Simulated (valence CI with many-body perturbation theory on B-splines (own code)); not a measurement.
## Pb⁷⁷⁺: calculated level list

Computed by configuration interaction combined with many-body perturbation theory (CI+MBPT): three valence electrons over a frozen Dirac-Fock core [He], a basis of 11 s, 11 p, 9 d, 7 f, 5 g, 2 h, 1 i functions for each j, with the one-electron correlation potential Σ1, the two-electron term Σ2, the three-electron term Σ3, Breit, model QED; selected CI, second order for the rest (own B-spline code, finite nucleus).

The last digits are not significant, and no measured levels were compared; by estimate large intervals hold to a few tenths of a per cent, small ones and those within an open d or f shell to about a per cent.

Levels 46 to 90 of 103, with energies above the lowest level, (2s^2 2p1/2) J=1/2. "Leading %" is the weight of the configuration and term that name the level; weights of strongly mixed levels are sums over their largest components and can fall short. In the jj column 3d3/2^4 stands for four electrons in 3d with j = 3/2.

| No. | Configuration | Term | J | E (eV) | Leading % | Leading jj | Second component |
| --- | --- | --- | --- | --- | --- | --- | --- |
| 46 | 2s2p3s | ²P° | 1/2 | 16262 | 90 | 2s 2p3/2 3s (100 %) | 10 % 2s2p3s ⁴P° |
| 47 | 2s2p3p | ⁴P | 3/2 | 16266 | 45 | 2s 2p3/2 3p1/2 (100 %) | 27 % 2s2p3p ⁴S |
| 48 | 2s2p3p | ²D | 5/2 | 16266 | 44 | 2s 2p3/2 3p1/2 (100 %) | 38 % 2s2p3p ⁴D |
| 49 | 2s2p3s | ²P° | 3/2 | 16271 | 82 | 2s 2p3/2 3s (99 %) | 18 % 2s2p3s ⁴P° |
| 50 | 2s2p3p | ²P | 1/2 | 16368 | 47 | 2s 2p3/2 3p1/2 (99 %) | 22 % 2s2p3p ²S |
| 51 | 2s2p3p | ²D | 3/2 | 16369 | 61 | 2s 2p3/2 3p1/2 (99 %) | 20 % 2s2p3p ²P |
| 52 | 2p²3s | ⁴P | 3/2 | 16494 | 88 | 2p1/2 2p3/2 3s (99 %) | 10 % 2p²3s ²P |
| 53 | 2p²3s | ²P | 1/2 | 16506 | 66 | 2p1/2 2p3/2 3s (99 %) | 33 % 2p²3s ⁴P |
| 54 | 2p²3s | ²D | 5/2 | 16512 | 65 | 2p1/2 2p3/2 3s (99 %) | 34 % 2p²3s ⁴P |
| 55 | 2p²3s | ²D | 3/2 | 16521 | 64 | 2p1/2 2p3/2 3s (100 %) | 34 % 2p²3s ²P |
| 56 | 2p²3p | ⁴P° | 1/2 | 16571 | 49 | 2p1/2 2p3/2 3p1/2 (100 %) | 28 % 2p²3p ⁴D° |
| 57 | 2p²3p | ⁴D° | 3/2 | 16577 | 54 | 2p1/2 2p3/2 3p1/2 (100 %) | 23 % 2p²3p ²D° |
| 58 | 2p²3p | ²F° | 5/2 | 16590 | 50 | 2p1/2 2p3/2 3p1/2 (100 %) | 30 % 2p²3p ²D° |
| 59 | 2p²3p | ²P° | 3/2 | 16647 | 43 | 2p1/2 2p3/2 3p1/2 (99 %) | 24 % 2p²3p ²D° |
| 60 | 2s2p3p | ⁴D | 7/2 | 16935 | 100 | 2s 2p3/2 3p3/2 (100 %) |  |
| 61 | 2s2p3p | ²P | 3/2 | 16948 | 55 | 2s 2p3/2 3p3/2 (100 %) | 32 % 2s2p3p ⁴S |
| 62 | 2s2p3p | ⁴P | 5/2 | 16970 | 53 | 2s 2p3/2 3p3/2 (100 %) | 42 % 2s2p3p ²D |
| 63 | 2s2p3p | ²S | 1/2 | 16976 | 47 | 2s 2p3/2 3p3/2 (100 %) | 39 % 2s2p3p ²P |
| 64 | 2s2p3d | ⁴D° | 5/2 | 17017 | 44 | 2s 2p3/2 3d3/2 (100 %) | 22 % 2s2p3d ²D° |
| 65 | 2s2p3d | ⁴D° | 3/2 | 17024 | 43 | 2s 2p3/2 3d3/2 (100 %) | 39 % 2s2p3d ⁴P° |
| 66 | 2s2p3d | ⁴F° | 7/2 | 17026 | 44 | 2s 2p3/2 3d3/2 (99 %) | 44 % 2s2p3d ²F° |
| 67 | 2s2p3d | ⁴P° | 1/2 | 17031 | 82 | 2s 2p3/2 3d3/2 (100 %) | 16 % 2s2p3d ⁴D° |
| 68 | 2s2p3p | ²D | 5/2 | 17048 | 71 | 2s 2p3/2 3p3/2 (100 %) | 16 % 2s2p3p ⁴D |
| 69 | 2s2p3p | ²P | 3/2 | 17070 | 57 | 2s 2p3/2 3p3/2 (100 %) | 29 % 2s2p3p ²D |
| 70 | 2s2p3p | ²S | 1/2 | 17075 | 59 | 2s 2p3/2 3p3/2 (100 %) | 20 % 2s2p3p ²P |
| 71 | 2s2p3d | ²D° | 3/2 | 17121 | 62 | 2s 2p3/2 3d3/2 (96 %) | 13 % 2s2p3d ⁴F° |
| 72 | 2s2p3d | ²F° | 5/2 | 17126 | 68 | 2s 2p3/2 3d3/2 (100 %) | 15 % 2s2p3d ²D° |
| 73 | 2s2p3d | ²P° | 1/2 | 17137 | 71 | 2s 2p3/2 3d3/2 (99 %) | 24 % 2s2p3d ⁴D° |
| 74 | 2s2p3d | ⁴F° | 9/2 | 17175 | 100 | 2s 2p3/2 3d5/2 (100 %) |  |
| 75 | 2s2p3d | ²D° | 5/2 | 17203 | 41 | 2s 2p3/2 3d5/2 (99 %) | 33 % 2s2p3d ⁴P° |
| 76 | 2s2p3d | ⁴D° | 7/2 | 17210 | 51 | 2s 2p3/2 3d5/2 (97 %) | 41 % 2s2p3d ²F° |
| 77 | 2s2p3d | ²D° | 3/2 | 17220 | 39 | 2s 2p3/2 3d5/2 (92 %) | 37 % 2s2p3d ²P° |
| 78 | 2s2p3d | ²P° | 1/2 | 17239 | 78 | 2s 2p3/2 3d5/2 (91 %) | 7 % 2s2p3d ⁴D° |
| 79 | 2p²3p | ⁴D° | 5/2 | 17270 | 51 | 2p1/2 2p3/2 3p3/2 (98 %) | 34 % 2p²3p ⁴P° |
| 80 | 2p²3p | ²P° | 1/2 | 17278 | 37 | 2p1/2 2p3/2 3p3/2 (93 %) | 28 % 2p²3p ⁴P° |
| 81 | 2p²3p | ²F° | 7/2 | 17279 | 42 | 2p1/2 2p3/2 3p3/2 (63 %) | 24 % 2s2p3d ²F° |
| 82 | 2p²3p | ²D° | 3/2 | 17283 | 50 | 2p1/2 2p3/2 3p3/2 (95 %) | 17 % 2p²3p ⁴P° |
| 83 | 2s2p3d | ²F° | 7/2 | 17302 | 45 | 2s 2p3/2 3d5/2 (65 %) | 23 % 2p²3p ²F° |
| 84 | 2s2p3d | ²D° | 5/2 | 17308 | 44 | 2s 2p3/2 3d5/2 (69 %) | 16 % 2p²3p ²D° |
| 85 | 2p²3p | ⁴S° | 3/2 | 17311 | 33 | 2p1/2 2p3/2 3p3/2 (97 %) | 26 % 2p²3p ²D° |
| 86 | 2s2p3d | ²P° | 3/2 | 17316 | 68 | 2s 2p3/2 3d5/2 (96 %) | 9 % 2s2p3d ⁴D° |
| 87 | 2p²3p | ²D° | 5/2 | 17327 | 46 | 2p1/2 2p3/2 3p3/2 (69 %) | 18 % 2s2p3d ²D° |
| 88 | 2p²3d | ⁴F | 3/2 | 17338 | 43 | 2p1/2 2p3/2 3d3/2 (100 %) | 25 % 2p²3d ²P |
| 89 | 2p²3d | ⁴F | 5/2 | 17338 | 52 | 2p1/2 2p3/2 3d3/2 (100 %) | 39 % 2p²3d ²F |
| 90 | 2p²3d | ⁴D | 1/2 | 17346 | 78 | 2p1/2 2p3/2 3d3/2 (100 %) | 15 % 2p²3d ²P |
